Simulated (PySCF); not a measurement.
## Dipole moment and polarisability of `C[SiH2][C@H](F)C[SiH3]`

Compound: C3H11FSi2.
Geometry (GFN2-xTB, Å), atoms numbered from 1 in this order:
```
atom  x, y, z in Å
C1     2.4228    0.1010    0.9237
Si2    1.6518   -0.7654   -0.5743
C3    -0.1092   -0.0340   -0.8438
F4     0.0361    1.3319   -1.1030
C5    -1.0539   -0.2112    0.3350
Si6   -2.7545    0.6035    0.0485
H7     3.4651   -0.1788    1.0429
H8     1.9074   -0.1557    1.8458
H9     2.3795    1.1812    0.8089
H10    2.4354   -0.5142   -1.7861
H11    1.4827   -2.2061   -0.3456
H12   -0.5725   -0.4393   -1.7514
H13   -1.1661   -1.2817    0.5115
H14   -0.5894    0.2126    1.2269
H15   -3.5863    0.3224    1.2220
H16   -3.3553    0.0012   -1.1454
H17   -2.6005    2.0447   -0.1266
```

Level: B3LYP/def2-SVPD (PySCF), static field, nuclei fixed, core orbitals frozen in the response. The polarisability tensor in these axes (au):

```
x   110.34  -6.01  -0.53
y    -6.01  84.53   2.24
z    -0.53   2.24  86.19
```

Question: Diagonalise the tensor; give its mean and Δα, where Δα² is half the sum of the squared differences of the eigenvalues.

Answer: Principal values 82.13, 87.22 and 111.71 au; mean 93.69 au = 13.88 Å³ = 15.45 × 10⁻⁴⁰ C²·m²/J; Δα = 27.39 au (29 % of the mean).

Question: What is the dipole moment, and where does it point?

Answer: (0.39, -1.42, 0.92) D, 1.74 D in size, pointing from the negative to the positive side. Measured along this direction, the outermost atoms are H17 at the negative end and H11 at the positive end.

Question: Orientational against electronic polarisability at 500 K (dilute gas, rigid molecules)?

Answer: In Gaussian units μ²/3kT = 14.58 Å³ against 13.88 Å³, a ratio of 1.05; the Debye molar polarisation (4π/3)N_A(α + μ²/3kT) is 71.8 cm³/mol, leaving out the vibrational part.

Question: Find the Langevin capture rate constant for NO+ (29.998 u) meeting this molecule (122.038 u), k = 2.342 × 10⁻⁹ cm³/s × √(α in Å³ / reduced mass in u).

Answer: The reduced mass is 24.08 u, so k = 1.78 × 10⁻⁹ cm³/s. The formula leaves out the permanent dipole, which adds to the capture rate.

Question: Traceless (Buckingham) quadrupole moment about the centre of nuclear charge: eigenvalues?

Answer: -3.25, -0.64, 3.89 D·Å. The values depend on the origin, since the dipole doesn't vanish. The electronic extent ⟨r²⟩ about the same centre is 1297 bohr², a root-mean-square distance of 2.35 Å for the 66 electrons.

Question: What molar refraction does this α imply?

Answer: Lorentz–Lorenz: R = (4π/3)N_A α = 2.5225 cm³/(mol·Å³) × 13.88 Å³ = 35.0 cm³/mol, in the limit of long wavelengths.

Question: What depolarisation ratio follows for Rayleigh scattering of linearly polarised light, taking the static tensor?

Answer: ρ = 3Δα²/(45ᾱ² + 4Δα²) = 2251.4/(394989 + 3001.8) = 0.00566.

The structure is a single GFN2-xTB conformer in the gas phase; no vibrational or solvent corrections.
